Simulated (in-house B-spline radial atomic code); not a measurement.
A fraction x of an electron is added to 5p in In, starting from [Kr] 4d10 5s2 5p1 and keeping the highest spin. All numbers are computed (scalar-relativistic (X2C) B3LYP, spin-polarised, spherical fractional occupations; Fermi nucleus of rms radius 4.6156 fm) with an all-electron radial atomic-structure program (B-spline basis), not measured.

Caution: exact exchange at fractional occupations of open shells leaves self-interaction of up to several eV.

```
  x  E(x) - E(0) (eV)  5p up level (eV)
  0            0.0000            -2.645
0.1           -0.2409            -2.176
0.2                 ?                 ?
0.3           -0.5859            -1.286
0.4                 ?                 ?
0.5           -0.7608            -0.479
0.6           -0.7904            -0.117
```

Task: What belongs in the row x = 0.2?

Result: An energy change of -0.4357 eV; 5p up at -1.722 eV.

Task: What belongs in the row x = 0.4?

Result: An energy change of -0.6936 eV; 5p up at -0.871 eV.
